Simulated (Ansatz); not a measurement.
Ansatz results at the PBE0-D4/def2-TZVP geometry: HOMO energy (PBE/def2-TZVPP) -5.30 eV; LUMO energy (PBE0/def2-TZVPP) -0.75 eV; size of the dipole moment (PBE/def2-TZVPP) 1.19 D.

Each molecule was computed in one conformer, which needn't be the lowest.

(1) Which molecule gave them?
A. `B1BSC1`
B. `C[SiH]1SB1N`
C. `[BH2][GeH2][BH]N`
D. `OC[TeH]`

Results:

(1) D. The others give `B1BSC1`: -6.28, -1.70, 1.17; `[BH2][GeH2][BH]N`: -6.34, -2.07, 2.61; `C[SiH]1SB1N`: -5.58, -0.23, 2.38.
